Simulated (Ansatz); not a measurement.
Species: SnH₃, charge -1, multiplicity 1. 
Coordinates optimised at B3LYP-D3(BJ)/def2-TZVP (Ansatz, a program for electronic structure):
```
Sn
H 1 1.8076
H 1 1.8076 2 92.58
H 1 1.8076 2 92.58 3 -92.70
```
Charge -1, spin multiplicity 1.

Basis-set convergence of Hartree-Fock and CCSD(T) correlation energies (hartree) with Ansatz. Cores are frozen in the correlated levels unless marked. Spin-orbit coupling is left out. Frozen are the shells of the preceding noble gas and the d and f shells that filled before the atom's block. In def2 rows, elements after Kr have scalar-relativistic effective core potentials.

```json
[
 {"basis": "def2-SVPD", "functions": "56", "E(HF)": "-215.06594", "E(corr, CCSD(T))": "-0.14498"},
 {"basis": "def2-TZVPPD", "functions": "107", "E(HF)": "-215.07733", "E(corr, CCSD(T))": "-0.16529"},
 {"basis": "def2-QZVPPD", "functions": "187", "E(HF)": "-215.07936", "E(corr, CCSD(T))": "-0.17233"}
]
```

Extrapolating the two largest sets (X = 3 and 4) as X^-3: E(corr) = (64·(-0.17233) - 27·(-0.16529))/37 = -0.1775 Eh, an estimate of the basis-set limit. The largest set recovers 97.1 % of it, the smallest 81.7 %.
